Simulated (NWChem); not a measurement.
Molecule: GeH₄; SMILES [GeH4]

Results from NWChem. Coordinates come from a PBE0/def2-SVP optimisation. Vertical excitations in the gas phase.

Q: What does the run give for PBE0/def2-SVP, full TDDFT? Quantities: lowest excitation, singlet (eV); oscillator strength of that lowest state; orbital gap (eV).

A: 
```json
{
 "lowest excitation, singlet (eV)": "9.49",
 "oscillator_strength_of_that_lowest_state": "0.000",
 "orbital gap (eV)": "11.18"
}
```
